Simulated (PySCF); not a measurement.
Species: germanium monoselenide, GeSe.
InChI=1S/GeSe/c1-2

Computed, not measured: PySCF, PBE0-D3(BJ)/def2-TZVP geometry optimisation, gas phase.

Take the most abundant isotopes and a rigid rotor. 

**Question.** What are the moment of inertia and the rotational constant?

**Answer.** I = 175.933 u·Å², B = 505379 MHz·u·Å²/I = 2873 MHz (0.0958 cm⁻¹, or 0.138 K as hB/k). For two atoms I = μr² with μ = 38.4010 u and r = 2.1404 Å.

**Question.** List the first levels of a rigid rotor in a Σ state.

**Answer.** E(J) = BJ(J+1): J = 1: 0.192, J = 2: 0.575, J = 3: 1.150, J = 4: 1.916, J = 5: 2.875, J = 6: 4.024 cm⁻¹.

**Question.** Where do the first rotational lines fall?

**Answer.** The dipole is 1.90 D; J+1 ← J lies at 2B(J+1): 1 ← 0 at 5.75 GHz, 2 ← 1 at 11.49 GHz, 3 ← 2 at 17.24 GHz, 4 ← 3 at 22.98 GHz, 5 ← 4 at 28.73 GHz, 6 ← 5 at 34.47 GHz.

**Question.** Estimate the classical rotational partition function at 25 K, 200 K and 298.15 K.

**Answer.** Point group C∞v, symmetry number σ = 1; q = kT/(σhB), k/h = 20836.6 MHz/K: 181 at 25 K, 1450 at 200 K, 2160 at 298.15 K.

Stationary, but not proved a minimum. Constants of a rigid frame at the computed geometry: no zero-point averaging, no centrifugal distortion.
